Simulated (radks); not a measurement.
Results of a calculation; reference values are marked as such.
Problem. Hg, configuration [Hg]. Level of theory: scalar-relativistic Kohn-Sham, PBE, spin-unpolarised, spherical densities, finite nucleus; Fermi nuclear charge, rms radius 5.4648 fm; hard spherical wall at 4 bohr (a radial shooting solver on a logarithmic mesh with Libxc functionals). Some entries of the table are withheld. Estimate them.

orbital  occ.  eigenvalue (hartree)  <1/r> (bohr^-1)  r(max) (bohr)
1s          2             -3054.991            97.53        0.01023
2s          2             -541.3309            22.88        0.05915
2p          6             -466.9437            20.28        0.04906
3s          2             -128.3200            8.484            (1)
3p          6             -106.8154            7.721         0.1664
3d         10             -84.14508            7.259         0.1355
4s          2             -28.06774            3.642         0.3757
4p          6             -21.01434            3.284         0.3958
4d         10             -12.63201            2.947         0.4028
5s          2              -4.16207            1.503         0.8279
4f         14              -3.34007            2.533         0.3666
5p          6              -2.27143            1.275         0.9288
5d         10              -0.20239           0.8902          1.168
6s          2              -0.04126           0.5649          2.109
6p          0               0.34858           0.5159          2.444
5f          0               1.01858           0.4649            (2)
7s          0               1.45876           0.5859          3.131

Solution. 
(1) 3s r(max) (bohr): 0.1668
(2) 5f r(max) (bohr): 2.544
